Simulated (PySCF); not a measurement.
# Dipole moment and polarisability of CdMeI

Compound: CdMeI, CH3CdI (singlet state).
Structure used (PBE0-D3(BJ)/def2-SVP), in Å, numbered top down from 1:
```xyz
6
CH3CdI angstrom
Cd    -0.008    0.010   -1.158
C      0.002    0.002    0.951
H     -0.449    0.928    1.334
H      1.036   -0.071    1.318
H     -0.572   -0.858    1.324
I     -0.009   -0.010   -3.769
```

Level: B3LYP/def2-SVPD (PySCF), static field, nuclei fixed, core orbitals frozen in the response. The polarisability tensor in these axes (au):

```
x    65.49   0.00   0.14
y     0.00  65.49   0.18
z     0.14   0.18 127.24
```

Task: Diagonalise the tensor; give its mean and Δα, where Δα² is half the sum of the squared differences of the eigenvalues.

Result: Principal values 65.49, 65.49 and 127.25 au; mean 86.07 au = 12.75 Å³ = 14.19 × 10⁻⁴⁰ C²·m²/J; Δα = 61.76 au (72 % of the mean).

Task: What is the dipole moment, and where does it point?

Result: (0.00, 0.03, 2.69) D, 2.69 D in size, pointing from the negative to the positive side. Measured along this direction, the outermost atoms are I6 at the negative end and H3, H4 and H5 at the positive end.

Task: Orientational against electronic polarisability at 400 K (dilute gas, rigid molecules)?

Result: In Gaussian units μ²/3kT = 43.58 Å³ against 12.75 Å³, a ratio of 3.42; the Debye molar polarisation (4π/3)N_A(α + μ²/3kT) is 142.1 cm³/mol, leaving out the vibrational part.

Task: Form Σ f/ω² (atomic units) for the 10 lowest TDDFT singlets, given as eV and f, and set it beside the mean polarisability, which is this sum over all singlets: 4.77, 0.0202; 4.77, 0.0203; 5.35, 0.0000; 5.39, 0.0000; 5.39, 0.0000; 5.59, 0.0102; 6.01, 0.0063; 6.01, 0.0057; 6.51, 1.0883; 6.96, 0.0213.

Result: They add up to 21.16 au, 24.6 % of the 86.07 au; the largest single term is 19.02 au, from the state at 6.51 eV. Terms in order: 0.66, 0.66, 0.00, 0.00, 0.00, 0.24, 0.13, 0.12, 19.02, 0.32 au. Higher excitations give the rest. The strengths listed sum to 1.172.

Task: Find the Langevin capture rate constant for NO+ (29.998 u) meeting this molecule (255.831 u), k = 2.342 × 10⁻⁹ cm³/s × √(α in Å³ / reduced mass in u).

Result: The reduced mass is 26.85 u, so k = 1.61 × 10⁻⁹ cm³/s. The formula leaves out the permanent dipole, which adds to the capture rate.

Task: Molar refractivity from α?

Result: Lorentz–Lorenz: R = (4π/3)N_A α = 2.5225 cm³/(mol·Å³) × 12.75 Å³ = 32.2 cm³/mol, in the limit of long wavelengths.

Task: Rayleigh depolarisation ratio (linearly polarised light, static tensor)?

Result: ρ = 3Δα²/(45ᾱ² + 4Δα²) = 11441.2/(333397 + 15255.0) = 0.0328.

Geometry: PBE0-D3(BJ)/def2-SVP; no solvent, vibrations or thermal averaging. Atoms past krypton carry effective core potentials; spin–orbit coupling is left out.
